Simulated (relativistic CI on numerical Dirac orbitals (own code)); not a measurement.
# Spin-allowed bands of a d7 ion in a tetrahedral site, by hand

Problem. Take Δ = 9100 cm⁻¹ and B = 470 cm⁻¹ for a d7 ion in a tetrahedral site. Calculate the three spin-allowed bands.

Working.
1. The terms of highest spin are 4F (energy 0) and 4P (15B = 7050 cm⁻¹). Here the F term splits into A2 at −1.2Δ = -10920, T2 at −0.2Δ = -1820 and T1 at +0.6Δ = 5460 cm⁻¹.
2. The two T1 states mix through the element 0.4Δ: H = [[5460, 3640], [3640, 7050]], with roots ½(H₁₁ + H₂₂) ∓ ½√[(H₂₂ − H₁₁)² + 4H₁₂²] = ½(12510) ∓ ½(7452) = 2529 and 9981 cm⁻¹.
3. The ground term is 4A2 at -10920 cm⁻¹.
4. Bands: 4T2 9100 cm⁻¹ (1099 nm), 4T1(F) 13449 cm⁻¹ (744 nm), 4T1(P) 20901 cm⁻¹ (478 nm).

Check. Exact diagonalisation of the whole d7 shell with these parameters gives 4T2 9100, 4T1 13449, 4T1 20901 cm⁻¹. The match is exact, since without spin-orbit coupling no other term has this spin. The ratio of the second band to the first, 1.478, depends on Δ/B = 19.4 alone, which is how a Tanabe-Sugano diagram is read.
